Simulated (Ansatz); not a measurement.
Start from `C[CH2][GeH]([CH2]C)[CH2]C` and change one atom or group to get `C[CH2][Ge]([CH2]C)([CH2]C)[CH2]C`.

Ansatz, PBE0-D4/def2-TZVP geometries, multiplicity 1. Each molecule was computed in one conformer, which needn't be the lowest.

Scalar relativity is left out up to krypton.

```tsv
property	`C[CH2][GeH]([CH2]C)[CH2]C`
HOMO–LUMO gap (PBE0/def2-TZVPP) / eV	8.52
HOMO–LUMO gap (B3LYP/def2-TZVPP) / eV	8.01
HOMO energy (PBE0/def2-TZVPP) / eV	-7.59
HOMO energy (PBE/def2-TZVPP) / eV	-6.38
LUMO energy (ωB97M-V/def2-TZVPP) / eV	2.36
HOMO–LUMO gap (ωB97M-V/def2-TZVPP) / eV	12.14
```

Give the same properties after the change, and the shifts. (An estimate is asked.)

Computed: 
```tsv
property	`C[CH2][Ge]([CH2]C)([CH2]C)[CH2]C`	shift
HOMO–LUMO gap (PBE0/def2-TZVPP) / eV	8.21	-0.31
HOMO–LUMO gap (B3LYP/def2-TZVPP) / eV	7.71	-0.30
HOMO energy (PBE0/def2-TZVPP) / eV	-7.42	0.17
HOMO energy (PBE/def2-TZVPP) / eV	-6.22	0.16
LUMO energy (ωB97M-V/def2-TZVPP) / eV	2.22	-0.14
HOMO–LUMO gap (ωB97M-V/def2-TZVPP) / eV	11.83	-0.31
```

With PBE0 the HOMO rises by 0.17 eV and the LUMO falls by 0.14 eV, so the gap narrows by about 0.31 eV. PBE moves the HOMO by 0.16 eV and ωB97M-V by 0.16 eV.

Positive LUMOs are unbound, so they and the gaps depend on the basis.

B3LYP here is the variant with VWN-RPA as its local correlation; programs differ in this.
